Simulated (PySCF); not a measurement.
**XPS shifts beside NMR shieldings**

SiHMe2(NEt2), C₆H₁₇NSi.
Geometry (PBE0-D3(BJ)/def2-SVP, Å), atoms numbered from 1 in this order:
```xyz
25
C6H17NSi angstrom
Si     0.3807    1.2069    0.6204
H     -0.4495    1.6382    1.8027
C      2.1492    0.9621    1.1966
H      2.5408    1.9109    1.5969
H      2.8017    0.6515    0.3653
H      2.2260    0.2085    1.9953
C      0.2860    2.5871   -0.6506
H     -0.7416    2.7345   -1.0183
H      0.9265    2.3587   -1.5174
H      0.6204    3.5414   -0.2130
N     -0.2105   -0.2805   -0.0753
C      0.3662   -1.5773    0.2159
C     -0.0936   -2.1933    1.5326
C     -1.5377   -0.3045   -0.6601
C     -1.5327   -0.5143   -2.1682
H      1.4656   -1.4953    0.2157
H      0.1299   -2.2678   -0.6142
H      0.2072   -1.5659    2.3866
H     -1.1899   -2.2939    1.5664
H      0.3400   -3.1955    1.6782
H     -2.1575   -1.0854   -0.1773
H     -2.0535    0.6451   -0.4307
H     -1.0021    0.3090   -2.6710
H     -1.0231   -1.4527   -2.4376
H     -2.5582   -0.5641   -2.5683
```

Binding energies: delta-SCF UKS SCAN, pcX-2 on the ionised atom, pcseg-1 elsewhere, spin-free X2C in PySCF. Shieldings: GIAO B3LYP/pcSseg-1, non-relativistic, same geometry.

```csv
atom,isotropic shielding (ppm)
C3,182.1
C12,136.7
C13,163.8
```

Q: What are the C 1s binding energies of these atoms?

A: 
```tsv
atom	environment	C 1s (eV)	isotropic shielding (ppm)
C3	carbon bonded to Si and 3 H	289.91	182.1
C13	carbon bonded to C and 3 H	290.29	163.8
C12	carbon bonded to C, N and 2 H	291.15	136.7
```

Q: Among the listed atoms, is the one with the highest binding energy also the least shielded?

A: Yes: C12 has both (291.15 eV, 136.7 ppm).

By binding energy: C3 < C13 < C12. By shielding: C12 < C13 < C3.

Of atoms equivalent by bonding only the ionised one is listed; its partners' own values can differ in this conformer. Geometry: PBE0-D3(BJ)/def2-SVP, one conformer, isolated molecule.
